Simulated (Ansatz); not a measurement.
`[SH][Ti]([SH])([SH])[SH]`, relaxed with RKS PBE0-D4/def2-TZVP in Ansatz 0.2.0 from a GFN2-xTB geometry. The force threshold is 0.005 eV/Å; the program also tests the step.

Charge 0, multiplicity 1.

Start:

```xyz
9

S     0.870   -0.924   -2.046
Ti   -0.021   -0.191   -0.063
S    -2.251    0.326   -0.241
S     0.282   -1.741    1.599
S     1.098    1.737    0.500
H     2.020   -1.270   -1.442
H    -2.104    1.492    0.407
H    -0.973   -1.616    2.053
H     1.080    2.187   -0.767
```

(1) How much energy does the relaxation release, and in how many steps? (An estimate is asked.)

(2) Which bonds change most? (Estimate.)

(3) Give the relaxed structure. (Best estimate.)

Results:

(1) Computed: 9.96 kJ/mol, in 20 steps, 2 of them rejected.

(2) The calculation gave: Ti2–S4 from 2.293 to 2.256 Å; S1–Ti2 from 2.294 to 2.266 Å; Ti2–S3 from 2.297 to 2.271 Å; Ti2–S5 from 2.299 to 2.281 Å.

(3) The calculation gave: 
```xyz
9

S     0.582   -0.990   -2.010
Ti   -0.081   -0.271    0.035
S    -2.281    0.263   -0.136
S     0.103   -2.010    1.460
S     1.259    1.416    0.786
H     1.873   -0.848   -1.640
H    -1.985    1.483   -0.630
H    -0.399   -1.206    2.424
H     0.929    2.162   -0.289
```
